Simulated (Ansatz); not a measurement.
CdFH (SMILES [F][CdH]) moved off its minimum; all values from Ansatz (a program for electronic structure), cores frozen in correlated methods. Elements past Kr take the def2 small-core potentials, without spin–orbit coupling.
(charge 0, multiplicity 1)
```xyz
3

Cd    -0.02853     0.08689    -0.30965
H      0.01246    -0.01787    -1.86036
F      0.05789     0.04630     1.67340
```

Task: Give the forces (eV/Å), the total energy and the dipole at CCSD(T)/def2-TZVPPD.

Result: 
```json
[
 {"atom": "Cd1", "Fx": "0.153", "Fy": "-0.122", "Fz": "2.056"},
 {"atom": "H2", "Fx": "-0.052", "Fy": "0.021", "Fz": "-1.279"},
 {"atom": "F3", "Fx": "-0.101", "Fy": "0.100", "Fz": "-0.777"}
]
```
Energy -267.6418 hartree, dipole 3.00 D.
